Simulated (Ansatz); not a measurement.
The first iterations of a band of CH6OSn (9 atoms, charge 0, multiplicity 1).

Method: RKS PBE-D4/def2-SVP in Ansatz.

```
movable images  : 5
climbing image  : yes
spring          : 5.0 eV/Å²
optimiser       : quadratic models (default)
start path      : through a guess of the saddle point
force threshold : 0.03 eV/Å
iteration limit : 60
end points      : relaxed
```

Initial state:

```xyz
9
Properties=species:S:1:pos:R:3
Sn 0.168 -0.067 0.034
H 0.304 -0.068 1.769
H 1.698 0.151 -0.735
O -0.824 1.595 -0.549
H -1.655 1.681 -0.044
C -0.871 -1.833 -0.676
H -1.847 -1.936 -0.164
H -1.035 -1.748 -1.767
H -0.258 -2.732 -0.468
```

Final state:

```xyz
9
Properties=species:S:1:pos:R:3
Sn 0.233 0.265 -1.374
H 1.216 -0.660 1.370
H 1.687 -0.062 1.248
O -1.209 1.576 -0.788
H -1.965 1.098 -0.390
C -0.909 -1.557 -0.738
H -1.454 -1.382 0.215
H -1.662 -1.791 -1.522
H -0.257 -2.446 -0.618
```

| iteration | highest image above the first end (eV) | largest band force component (eV/Å) |
| --- | --- | --- |
| 1 | 4.089 | 4.446 |
| 2 | 3.139 | 1.516 |
| 3 | 2.692 | 1.358 |
| 4 | 2.459 | 1.454 |
| 5 | 1.822 | 0.519 |
| 6 | 1.948 | 0.593 |

Problem. Does the band converge within its limit, and where does its top end?

Solution. The forces met the threshold. It ended after 19 iterations with the highest image 2.050 eV above the first end. Beside the main top the profile has a ripple of under 15 meV (maxima at images 1, 3), which may be a very shallow well or noise. Neighbouring images differ by up to 2.0 eV, so the band resolves the path poorly. A vibrational analysis at the climbing image gives one clearly imaginary mode, 1129i cm⁻¹: a first-order saddle point. The orbitals stay closed-shell, which can raise the energy where a bond breaks towards radicals; this wasn't checked here.

Run time: 98 s on 2 threads of Arm Neoverse V2, with other jobs on the host, peak memory 0.12 GiB.
